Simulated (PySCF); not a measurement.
C₄, SMILES [C-]12[C][C+]2[C]1 (connectivity only; charge and spin as stated), neutral, multiplicity 1.

The structure is a stationary point at B3LYP-D3(BJ)/def2-TZVP.

Calculation: PBE/def2-TZVPD (PySCF).

The molecule is in vacuum.

Computed frontier levels, gap, dipole moment and polarisability:
```yaml
highest_occupied_level: -7.20 eV
lowest_empty_level: -6.06 eV
orbital_gap: 1.13 eV
dipole_moment: 0.00 D
quadrupole, principal values (traceless, Buckingham form, about the centre of nuclear charge): -7.19, 0.82, 6.36 D·Å
mean_static_polarisability: 38.0 bohr³ (5.62 Å³)
polarisability_principal_values: 30.1, 38.9, 44.8 bohr³
```
